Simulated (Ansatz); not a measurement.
`O=[CH][InH][SiH2]O` + H₂ → `O=[CH][InH2]` + `O[SiH3]` at 500 K and 1 bar (hydrogenolysis of the In–Si bond).

Gas-phase electronic energies from Ansatz, PBE0-D4/def2-TZVP geometries. CCSD(T)/CBS is the MP2 limit (def2-TZVPP, def2-QZVPP) plus CCSD(T) − MP2 in def2-TZVPP, frozen cores. This one scheme is used for every species. Elements past krypton have def2 core potentials. For In outer-core shells are correlated without core-valence functions, which leaves a few kJ/mol of doubt a bond. One conformer a species, not always the lowest.

| species | CCSD(T)/CBS energy (Eh) | H − E (kJ/mol) | S (J/(mol·K)) |
| --- | --- | --- | --- |
| `O=[CH][InH][SiH2]O` | -670.29148 | 197.4 | 470.5 |
| H₂ | -1.17544 | 41.0 | 145.5 |
| `O=[CH][InH2]` | -304.76964 | 107.8 | 356.2 |
| `O[SiH3]` | -366.69042 | 127.5 | 292.9 |

H − E and S are ideal-gas, rigid-rotor, harmonic terms from PBE0-D4/def2-TZVP, for one conformer and one mirror image of each species. For small species the MP2-based limit differs from directly extrapolated CCSD(T) by up to some mEh (0.8 for H₂); such offsets cancel only in part. 1 Eh = 2625.50 kJ/mol, R = 8.31446 J/(mol·K).

Problem. By hand: ΔE, ΔH, ΔS and ΔG.

Solution. ΔE = (-304.76964) + (-366.69042) − (-670.29148) − (-1.17544) = 0.00686 Eh = 18.0 kJ/mol. Δ(H − E) = 107.8 + 127.5 − 197.4 − 41.0 = -3.1, so ΔH = 14.9 kJ/mol. ΔS = 356.2 + 292.9 − 470.5 − 145.5 = 33.1 J/(mol·K). ΔG = 14.9 − 500 × (33.1)/1000 = -1.7 kJ/mol.

Problem. By hand: the equilibrium constant, and the temperature at which ΔG would vanish if ΔH and ΔS stayed fixed.

Solution. log₁₀ K = −ΔG/(RT ln 10) = 0.2. ΔG = 0 at ΔH/ΔS = 450 K.

TΔS isn't small against ΔH here. The sign of ΔG lies within the doubt. A doubt of 5 kJ/mol in ΔE shifts log₁₀ K by 0.5 here. Other conformers and mirror images would add mixing entropy, several J/(mol·K) or more a flexible species. Modes under 60 cm⁻¹, often nearly free rotors, make the harmonic entropy too high. These are equilibria of isolated gas molecules and say nothing of rates. Largest T1 diagnostic: 0.017 (customary marks: 0.02 for closed shells, 0.045 for open ones).
